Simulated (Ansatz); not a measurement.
Calculated with Ansatz (gas phase, PBE0-D4/def2-TZVP geometries, no zero-point term in ΔE). CBS: MP2 limit from def2 TZ/QZ plus the TZ coupled-cluster correction, frozen cores. DFT in def2-TZVPP. Each species was taken in one conformer, which may not be the lowest.

Reaction (substitution at a C–C bond): `CCB(O)S` + `FCS` → `CSCF` + `CB(O)S`

`CCB(O)S`:

```xyz
12

C     1.066    0.713    1.028
C     0.600    0.133   -0.302
B    -0.869   -0.421   -0.309
O    -1.611   -0.357    0.827
S    -1.628   -1.156   -1.802
H     0.433    1.546    1.339
H     2.094    1.079    0.966
H     1.024   -0.034    1.822
H     0.686    0.885   -1.096
H     1.271   -0.677   -0.619
H    -2.500   -0.713    0.754
H    -0.567   -1.000   -2.608
```

`FCS`:

Cartesian coordinates in Å:
```
F -0.874 0.632 -1.083
C 0.202 0.094 -0.419
S -0.272 -1.043 0.878
H 0.797 0.914 -0.015
H 0.796 -0.484 -1.130
H -0.649 -0.113 1.770
```

`CSCF`:

```xyz
9

C     0.066   -0.283   -1.344
S    -1.184   -0.070   -0.068
C    -0.143    0.325    1.317
F     0.574   -0.758    1.784
H     0.626    0.640   -1.502
H     0.744   -1.097   -1.088
H    -0.460   -0.539   -2.263
H    -0.799    0.678    2.116
H     0.576    1.103    1.048
```

`CB(O)S`:

Z-matrix (Å, degrees):
```
C
B 1 1.565
H 1 1.094 2 110.8
H 1 1.094 2 111.3 3 118.3
H 1 1.091 2 111.4 3 -120.6
O 2 1.359 1 119.2 3 118.3
S 2 1.829 1 122.6 3 -61.5
H 6 0.961 2 115.1 1 -179.8
H 7 1.341 2 96.8 1 -0.2
```

| level | ΔE (kJ/mol) |
| --- | --- |
| LDA (SPW92) | -8.0 |
| CCSD(T)/def2-TZVPP | -5.2 |

(1) What does CCSD(T)/CBS give? (An estimate is asked.)

(2) What do rigid-rotor, harmonic-oscillator terms from PBE0-D4/def2-TZVP frequencies (298.15 K, 1 bar) make of the CCSD(T)/CBS value? (An estimate is asked.)

Largest T1 diagnostic among the species: 0.012.

## Answers

(1) Computed: -8.0 kJ/mol. The listed levels differ from it by 0.0, 2.8 kJ/mol.

(2) The calculation gave: ΔZPE = +1.1 kJ/mol, ΔH = -6.0 kJ/mol, ΔS = 10 J/(mol·K), ΔG = -8.9 kJ/mol. Modes under 50 cm⁻¹ make the entropy rough.

From BLYP to BHLYP (50 % exact exchange), in def2-TZVPP and without D4, ΔE moves by +4.3 kJ/mol. Leaving LDA and LC-ωPBE aside and taking each functional with its dispersion term where it has one, the values, not all of them listed here, spread over 4.0 kJ/mol, from revPBE-D4 to CAM-B3LYP-D4. LDA lies +4.1 kJ/mol from PBE without D4. At CCSD(T), def2-SVP lies +13.7 kJ/mol from the extrapolated value and def2-TZVPP +2.7 kJ/mol.
